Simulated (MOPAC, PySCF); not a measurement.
H10Si4, SMILES `[SiH3][SiH2][SiH2][SiH3]` (Si–Si–Si–Si torsion 180°), neutral singlet in the gas phase. 

Cartesian coordinates (Å):
```xyz
14

Si    -2.9232    -0.4116     0.4548
Si    -0.7889    -0.5130    -0.4933
Si     0.7889     0.5130     0.8947
Si     2.9232     0.4116    -0.0534
H     -3.9380    -1.0609    -0.4180
H     -2.9162    -1.0991     1.7738
H     -3.3097     1.0097     0.6624
H     -0.7907     0.1696    -1.8182
H     -0.3980    -1.9349    -0.7092
H      0.7908    -0.1696     2.2196
H      0.3980     1.9349     1.1106
H      3.3097    -1.0097    -0.2610
H      2.9162     1.0991    -1.3724
H      3.9380     1.0610     0.8194
```
Charge 0, spin multiplicity 1.

All levels are single points at this geometry (PBE0-D3(BJ)/def2-TZVP); Pople sets use spherical d functions. Orbital energies aren't observables, and empty levels follow the basis.

| level | HOMO (eV) | LUMO (eV) | gap (eV) | dipole (D) | vertical IE, Delta-SCF (eV) |
|---|---|---|---|---|---|
| PBE0-D3(BJ)/def2-TZVP in PySCF | -7.72 | -0.54 | 7.18 | 0.00 | 9.35 |
| ωB97X-D3(BJ)/def2-TZVP in PySCF | -9.94 | 1.40 | 11.34 | 0.00 | 9.65 |
| B3LYP/6-311+G** in PySCF | -7.57 | -0.63 | 6.94 | 0.00 | – |
| B3LYP/6-31G* in PySCF | -7.44 | -0.34 | 7.09 | 0.00 | 9.30 |
| BP86/6-31G* in PySCF | -6.73 | -1.06 | 5.67 | 0.00 | – |
| PBE/6-31G* in PySCF | -6.63 | -1.00 | 5.63 | 0.00 | 9.10 |
| SVWN5/6-31G* in PySCF | -6.68 | -1.15 | 5.53 | 0.00 | 9.18 |
| HF/STO-3G in PySCF | -7.48 | 9.65 | 17.14 | 0.00 | – |
| PM6 in MOPAC | -8.41 | -1.13 | 7.28 | 0.00 | – |
